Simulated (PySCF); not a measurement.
SeF3, SMILES F[Se+](F)F, charge +1. The structure is a stationary point at TPSSh-D3(BJ)/def2-SVP. The multiplicity is an assumed one; other spin states were not compared. The isomer is the one that the SMILES or the coordinates give; other isomers of the formula were not compared.

Computed equilibrium geometry at TPSSh-D3(BJ)/def2-SVP (PySCF confirms it by a frequency run) as Cartesian coordinates in Å, and its point group:
point group C3v.
```xyz
4

Se     0.0000     0.0000     0.3686
F      1.2672    -0.7316    -0.4641
F     -1.2672    -0.7316    -0.4641
F      0.0000     1.4633    -0.4641
```
Charge +1, spin multiplicity 1.
